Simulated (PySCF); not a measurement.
**C₆ coefficients of unlike pairs at PBE0**

Calculated with PySCF 2.14 from the dipole response of each species, C₆(A,B) = (3/π) ∫ α_A(iu) α_B(iu) du, in atomic units, from isotropic polarisabilities. For ions this is the dispersion term alone; charge-induced terms of lower order in 1/R come first.

```json
{"species": "Ge²⁺", "configuration": "[Ar] 3d10 4s2 (1S)", "basis": "def2-QZVPPD (12s7p5d4f1g)", "relativity": "none", "α (bohr³)": "11.31", "C₆ (like pair)": "44.76"}
{"species": "Rb", "configuration": "[Kr] 5s1 (2S)", "basis": "aug-cc-pwCVTZ-X2C with one added diffuse shell each of s, p, d, f type (11s10p8d4f)", "relativity": "spin-free X2C", "α (bohr³)": "395.8", "C₆ (like pair)": "6389"}
{"species": "Ne³⁺", "configuration": "[He] 2s2 2p3 (4S)", "basis": "aug-cc-pwCVQZ (9s8p6d4f2g)", "relativity": "none", "α (bohr³)": "0.6921", "C₆ (like pair)": "0.6086"}
{"species": "Pt³⁺", "configuration": "[Xe] 4f14 5d7 (4F)", "basis": "aug-cc-pVTZ-PP with ECP60MDF (6s6p5d3f2g)", "relativity": "core potential", "α (bohr³)": "6.368", "C₆ (like pair)": "36.01"}
```

Estimate C₆ for Pt³⁺ with Ne³⁺.

The integral gives 4.582. The combination rule 2 C_A C_B / (C_A α_B/α_A + C_B α_A/α_B) gives 4.607 and the geometric mean 4.681.

No spin-orbit coupling is included.

The other pairs:

| pair | C₆ |
| --- | --- |
| Ne³⁺, Rb | 25.37 |
| Pt³⁺, Ge²⁺ | 36.96 |
| Ne³⁺, Ge²⁺ | 4.454 |
| Pt³⁺, Rb | 226.0 |
| Rb, Ge²⁺ | 352.1 |
